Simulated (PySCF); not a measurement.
Se(Br)(SH) (BrHSSe), SMILES S[Se]Br. Coordinates come from a B3LYP-D3(BJ)/def2-SVP optimisation. Other conformers were not sampled.

All values below come from PySCF with B3LYP-D3(BJ)/def2-SVP.

Harmonic wavenumbers (cm⁻¹): 127, 265, 368, 395, 836, 2617. Rotational constants (GHz): 6.259, 1.416, 1.164; symmetry number 1.

**Question.** Work out the zero-point energy and the ideal-gas rigid-rotor harmonic-oscillator thermochemistry at 298.15 K and 1 atm.

**Answer.** ZPE = ½ Σ hcν = ½ × 4607 cm⁻¹ = 27.56 kJ/mol. H − E(el) = 42.40 kJ/mol. Entropy in J/(mol K): translation 174.31, rotation 116.46, vibration 28.73, total 319.50. G − E(el) = -52.86 kJ/mol. Cp = 63.71 J/(mol K). Modes under 150 cm⁻¹ make the vibrational entropy uncertain.
